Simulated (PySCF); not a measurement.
Species: Sn(eta1-allyl)H3, C3H8Sn.
Cartesian coordinates in Å at the PBE0-D3(BJ)/def2-SVP level; atoms count from 1:
```xyz
12
C3H8Sn angstrom
Sn    -0.0767   -0.7250   -1.7631
C     -0.0577   -0.7986    0.4133
C      0.5224    0.4446    0.9832
C     -0.1655    1.4496    1.5354
H      0.5309   -1.6882    0.6868
H     -1.0970   -0.9586    0.7387
H      1.6142    0.5404    0.9127
H     -1.2557    1.4116    1.6314
H      0.3379    2.3433    1.9118
H      1.5354   -0.6160   -2.3432
H     -0.9598    0.6570   -2.2601
H     -0.8130   -2.1429   -2.3959
```

Level of theory: PBE0-D3(BJ)/def2-SVP geometry optimisation, gas phase, def2 core potentials past Kr (PySCF 2.14.0).

(1) Which atoms are bound to Sn1, and at what distances?

(2) List the angles at Sn1.

(3) What is the shape at Sn1?

(4) What are the other bond lengths?

(5) Give some angles away from the centre.

(6) What are the rotational constants (commonest isotopes, rigid rotor)?

Answers

(1) 4 atoms: H11 1.714 Å, H10 1.717 Å, H12 1.718 Å, C2 2.178 Å. The nearest atom not counted as bound is H5, at 2.70 Å.

(2) 
| angle | degrees | distance of the outer atoms (Å) |
| --- | --- | --- |
| C2–Sn1–H12 | 110.1 | 3.20 |
| H11–Sn1–H12 | 109.7 | 2.81 |
| H10–Sn1–H11 | 109.6 | 2.80 |
| C2–Sn1–H10 | 109.4 | 3.19 |
| H10–Sn1–H12 | 109.3 | 2.80 |
| C2–Sn1–H11 | 108.8 | 3.17 |

(3) Tetrahedral: angles from 108.8° to 110.1°; τ4 = (360° − α − β)/141° = 0.99 with α and β the two widest (0 for a square, 1 for a tetrahedron).

(4) C2–C3 1.486 Å; C2–H5, C2–H6 1.101 Å; C3–C4 1.337 Å; C3–H7 1.098 Å; C4–H8 1.095 Å; C4–H9 1.093 Å.

(5) Sn1–C2–C3 111.0°, C2–C3–C4 125.9°.

(6) A = 12974, B = 1592, C = 1531 MHz: a near-prolate asymmetric top.

Point group: C1 (no symmetry element, even within 0.4 Å). Charge 0, singlet. PBE0-D3(BJ)/def2-SVP frequencies: not computed here.

One conformer stands for the species.
